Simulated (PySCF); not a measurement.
## `C1=COS(=O)(=O)C(C)=C1`, C5H6O3S

Geometry:
```json
{"atom": "C1", "x (Å)": "2.151", "y (Å)": "0.191", "z (Å)": "-0.040"}
{"atom": "C2", "x (Å)": "0.692", "y (Å)": "-0.056", "z (Å)": "-0.045"}
{"atom": "C3", "x (Å)": "0.031", "y (Å)": "-1.202", "z (Å)": "-0.202"}
{"atom": "C4", "x (Å)": "-1.407", "y (Å)": "-1.285", "z (Å)": "-0.128"}
{"atom": "C5", "x (Å)": "-2.155", "y (Å)": "-0.287", "z (Å)": "0.354"}
{"atom": "O6", "x (Å)": "-1.655", "y (Å)": "0.894", "z (Å)": "0.781"}
{"atom": "S7", "x (Å)": "-0.295", "y (Å)": "1.426", "z (Å)": "0.037"}
{"atom": "O8", "x (Å)": "-0.650", "y (Å)": "1.812", "z (Å)": "-1.292"}
{"atom": "O9", "x (Å)": "0.274", "y (Å)": "2.401", "z (Å)": "0.904"}
{"atom": "H10", "x (Å)": "2.443", "y (Å)": "0.698", "z (Å)": "-0.960"}
{"atom": "H11", "x (Å)": "2.393", "y (Å)": "0.855", "z (Å)": "0.788"}
{"atom": "H12", "x (Å)": "2.710", "y (Å)": "-0.738", "z (Å)": "0.049"}
{"atom": "H13", "x (Å)": "0.574", "y (Å)": "-2.128", "z (Å)": "-0.347"}
{"atom": "H14", "x (Å)": "-1.882", "y (Å)": "-2.209", "z (Å)": "-0.411"}
{"atom": "H15", "x (Å)": "-3.226", "y (Å)": "-0.362", "z (Å)": "0.491"}
```

Method used: GIAO CAM-B3LYP/pcSseg-1 magnetisability, rotational g tensor and spin-rotation constants, non-relativistic, gas phase (PySCF 2.14.0). Geometry: GFN2-xTB.

(1) Give the nuclear spin-rotation constants along the inertial axes (H = +C I·J) beside the isotropic shieldings.

## Answers

(1) Rotational constants 2.0649, 1.7465, 1.1739 GHz. A star marks the isotopologue with that one atom substituted, in its own axes.
```csv
atom,isotope,Caa (kHz),Cbb (kHz),Ccc (kHz),mean (kHz),σ (ppm)
H10,1H,-0.136,-0.180,-0.023,-0.113,29.4
H11,1H,-0.099,-0.162,-0.051,-0.104,29.2
H12,1H,-0.213,0.043,-0.139,-0.103,29.8
H13,1H,-0.192,0.160,-0.141,-0.058,25.3
H14,1H,0.148,-0.158,-0.135,-0.048,26.1
H15,1H,0.034,-0.036,-0.126,-0.043,24.7
C1,13C*,0.275,0.252,0.168,0.231,168.9
C2,13C*,0.704,0.845,0.231,0.593,37.9
C3,13C*,0.683,0.862,0.166,0.570,49.6
C4,13C*,0.949,0.476,0.155,0.527,71.9
C5,13C*,1.065,0.556,0.270,0.630,27.0
O6,17O*,-0.568,-0.591,-0.190,-0.450,80.6
S7,33S*,0.845,0.844,0.376,0.688,180.9
O8,17O*,-0.517,-0.419,-0.374,-0.437,67.9
```
For the geometry as given, no vibrational averaging.
